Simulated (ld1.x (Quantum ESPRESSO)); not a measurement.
## An all-electron radial function and its pseudo partner (H (Z = 1))

Columns: radius, all-electron u(r) and pseudo u(r) of the 1s shell (level -6.49 eV) of hydrogen in the configuration 1s1; PBE, non-relativistic, TM scheme, ld1.x (Quantum ESPRESSO) 7.5.

```csv
r (bohr),all-electron,pseudo
0.045,0.0826,0.0704
0.090,0.1578,0.1397
0.135,0.2260,0.2069
0.180,0.2878,0.2710
0.225,0.3436,0.3312
0.270,0.3938,0.3866
0.315,0.4389,0.4367
0.360,0.4792,0.4811
0.405,0.5150,0.5198
0.450,0.5468,0.5531
0.495,0.5747,0.5812
0.540,0.5992,0.6049
0.585,0.6204,0.6248
0.630,0.6387,0.6417
0.675,0.6543,0.6559
0.720,0.6673,0.6681
0.765,0.6780,0.6783
0.810,0.6867,0.6867
0.855,0.6933,0.6933
0.900,0.6982,0.6982
0.945,0.7015,0.7015
0.990,0.7032,0.7032
1.035,0.7037,0.7037
1.080,0.7028,0.7028
1.125,0.7009,0.7009
1.170,0.6979,0.6979
```

Problem. How many radial nodes do the two functions have?

Solution. The all-electron 1s function has n − l − 1 = 0; the pseudo-wave has 0.

Problem. At about which radius was the pseudo-wave matched?

Solution. 0.90 bohr. The columns agree to 0.0005 from 0.77 bohr on; several derivatives are matched, so the curves merge somewhat inside the radius.

Problem. Is the pseudo-wave norm-conserving?

Solution. Yes: the TM scheme keeps the norm inside the radius equal to the all-electron one, which fixes the energy derivative of the logarithmic derivative at the level.
